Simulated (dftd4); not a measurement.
C₂H₆SZn, triplet, at the geometry of the source list (a higher spin typed on purpose: for a closed-shell molecule this is an excited state); D4 for wb97x (dftd4).

Here is a job for dftd4.
```
$ dftd4 mol.xyz --func wb97x --charge 0 --json dftd4.json --noedisp --grad

# file mol.xyz
10

Zn    -0.28680000     1.06210000     0.88790000
C      0.39060000    -0.73740000     0.17010000
C      0.37770000    -0.84950000    -1.35070000
H     -0.22960000    -1.52400000     0.59530000
H      1.40380000    -0.89250000     0.53560000
H      1.02120000    -0.10320000    -1.81150000
H     -0.62700000    -0.73380000    -1.75110000
H      0.74350000    -1.83450000    -1.64610000
S     -1.03710000     3.09090000     1.70860000
H     -1.75620000     2.52190000     2.66190000
```

It wrote (shortened):

```
                    ____  _____ _____     ____  _  _
      -------------|  _ \|  ___|_   _|---|  _ \| || |------------
     |             | | | | |_    | | ___ | | | | || |_           |
     |             | |_| |  _|   | ||___|| |_| |__   _|          |
     |             |____/|_|     |_|     |____/   |_|            |
     |             ===================================           |
     |            E. Caldeweyher, S. Ehlert & S. Grimme          |
     |          Mulliken Center for Theoretical Chemistry        |
     |                    University of Bonn                     |
      -----------------------------------------------------------

Rational (Becke-Johnson) damping: wb97x-D4-ATM
---------------------
  s6         1.0000
  s8         0.5093
  s9         1.0000
  a1         0.0662
  a2         5.4487
 alp        16.0000
--------------------

Dispersion energy:      -1.5413040405690E-02 Eh

Gradient norm:           1.5395546386723E-03 Eh/a0
--------------------------------------------------
     #    Z           dE/dx      dE/dy      dE/dz
--------------------------------------------------
     1   30 Zn   -7.027E-06  2.155E-04  4.873E-04
     2    6 C     1.470E-04 -3.724E-04  4.339E-05
     3    6 C     1.452E-04 -4.344E-04 -6.300E-04
     4    1 H     9.411E-06 -1.403E-04  2.005E-05
     5    1 H     8.979E-05 -1.072E-04  1.802E-05
     6    1 H     6.585E-05 -5.034E-05 -1.769E-04
     7    1 H    -2.516E-05 -8.636E-05 -1.752E-04
     8    1 H     2.035E-05 -6.164E-05 -9.188E-05
     9   16 S    -3.815E-04  9.102E-04  4.342E-04
    10    1 H    -6.392E-05  1.269E-04  7.109E-05
--------------------------------------------------

Virial:
--------------------------------------------------
      component           x          y          z
--------------------------------------------------
          x       1.595E-03 -3.212E-03 -1.992E-03
          y      -3.212E-03  8.498E-03  5.312E-03
          z      -1.992E-03  5.312E-03  5.711E-03
--------------------------------------------------

[Info] Dispersion results written to 'dftd4.txt'
[Info] JSON dump of results written to 'dftd4.json'
```
